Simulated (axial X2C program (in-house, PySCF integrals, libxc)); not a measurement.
# Spin–orbit effects down a group: molecules with Ag, CCSD(T)

Calculated with an axial X2C code built on PySCF integrals, spin-free (one-electron X2C) or two-component (2c: spin–orbit coupling with atomic mean-field Coulomb and Gaunt terms, which also bring small scalar terms), in Dyall basis sets with cores contracted in-house; open shells are unrestricted.

Basis sets: Ag dyall-cv3z, H dyall-v3z, Li dyall-cv3z, Na dyall-cv3z. Frozen shells (counts by l): AgH Ag 4s3p1d, H none, 12 electrons correlated; LiAg Ag 4s3p1d, Li 1s, 12 electrons correlated; NaAg Ag 4s3p1d, Na 2s1p, 12 electrons correlated. Coupled cluster in natural virtuals with an MP2 remainder. Where the outer core of a metal is frozen, bonds come out longer and ionisation energies lower.

```csv
molecule,spin-free state,Re (Å),ωe (cm⁻¹),De (eV),2c state,Re 2c (Å),ωe 2c (cm⁻¹),De 2c (eV)
AgH,"M_S = 0, Λ = 0",1.624,1740.4,2.36,Ω = 0,1.624,1739.3,2.36
LiAg,"M_S = 0, Λ = 0",2.392,381.1,1.83,Ω = 0,2.393,381.1,1.83
NaAg,"M_S = 0, Λ = 0",2.688,204.0,1.56,Ω = 0,2.689,203.9,1.56
```

Problem. Work out the shifts from the spin-free to the two-component result.

Solution. 

| molecule | 2c state | ΔRe (Å) | Δωe (cm⁻¹) | ΔDe (eV) |
| --- | --- | --- | --- | --- |
| AgH | Ω = 0 | 0.000 | -1.1 | 0.00 |
| LiAg | Ω = 0 | 0.001 | noise | 0.00 |
| NaAg | Ω = 0 | 0.001 | -0.1 | 0.00 |

Shifts of one unit in the last digit are rounding. Where the truncated virtual spaces of the two runs make Δωe unreliable it is marked noise.

Each entry is the lowest single determinant of a limited PBE0 search at one distance. De goes to single-determinant-based atoms at the same level (for ions the charge split of lowest energy) and is withheld (n/a) where an atom does not fit its ground term or J level. Main or longest-lived isotopes. One determinant is a doubtful description, or other states lie close, for AgH, LiAg, NaAg; these need not be ground states, and all values refer to the states named.
